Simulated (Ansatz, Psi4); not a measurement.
Psi4 was given this input:
```
memory 2 GB

molecule mol {
1 1
O     1.983314   -0.639902   -0.027281
C     0.782455   -0.234074   -0.004646
C     0.316890    1.129092    0.268542
C    -1.167308    1.118337   -0.124280
C    -1.589159   -0.331791    0.126470
C    -0.342044   -1.136867   -0.256872
H     2.689350    0.019434    0.123154
H     0.410191    1.292084    1.352216
H     0.913370    1.909363   -0.209952
H    -1.754809    1.827614    0.451615
H    -1.271794    1.369787   -1.179698
H    -1.820520   -0.485856    1.180411
H    -2.461332   -0.615740   -0.455143
H    -0.343136   -1.359106   -1.333357
H    -0.232840   -2.106548    0.233721
}

set {
  basis sto-3g
  reference rks
  scf_type pk
  puream true
  d_convergence 1e-8
  dft_radial_points 99
  dft_spherical_points 590
}

energy('r2scan')
print_variables()
```

**Question.** Convert this to an input for Ansatz (a first-principles code).

**Answer.** Several could match; the one computed here: 
Ansatz 0.2 input:
```yaml
crystal:
  periodic: [false, false, false]
  atoms:
    - {symbol: O, position_ang: [1.98331428, -0.63990152, -0.02728142]}
    - {symbol: C, position_ang: [0.78245456, -0.23407416, -0.00464625]}
    - {symbol: C, position_ang: [0.31689025, 1.12909171, 0.26854165]}
    - {symbol: C, position_ang: [-1.16730756, 1.11833699, -0.12427967]}
    - {symbol: C, position_ang: [-1.58915877, -0.33179118, 0.12646995]}
    - {symbol: C, position_ang: [-0.34204424, -1.13686668, -0.25687164]}
    - {symbol: H, position_ang: [2.68935033, 0.01943392, 0.12315407]}
    - {symbol: H, position_ang: [0.41019061, 1.29208358, 1.35221572]}
    - {symbol: H, position_ang: [0.91336981, 1.90936287, -0.20995171]}
    - {symbol: H, position_ang: [-1.75480918, 1.82761363, 0.45161533]}
    - {symbol: H, position_ang: [-1.27179405, 1.36978737, -1.17969754]}
    - {symbol: H, position_ang: [-1.82052009, -0.48585570, 1.18041121]}
    - {symbol: H, position_ang: [-2.46133190, -0.61574005, -0.45514328]}
    - {symbol: H, position_ang: [-0.34313553, -1.35910584, -1.33335732]}
    - {symbol: H, position_ang: [-0.23283981, -2.10654762, 0.23372077]}
basis:
  gaussian:
    orbitals: STO-3G
hamiltonian:
  xc: r2scan
total_charge: 1
accuracy: high
```

Both were run: Psi4 gave -267.437606 Eh and Ansatz -267.437638 Eh, 0.032 mEh apart.
